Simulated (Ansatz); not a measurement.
Species: Br3Ga, SMILES `[Br][Ga]([Br])[Br]` (charge 0, multiplicity 1), formula Br₃Ga.

Q: How many basis functions does frozen-core CCSD(T)/cc-pVTZ // PBE0-D3(BJ)/def2-TZVP in Ansatz (an electronic-structure program) use, how many core orbitals are frozen, and how many electrons are correlated?

A: 172 basis functions and 36 frozen orbitals, which leaves 64 correlated electrons (filled d shells below the valence shell are correlated). Core time is of the order of minutes.
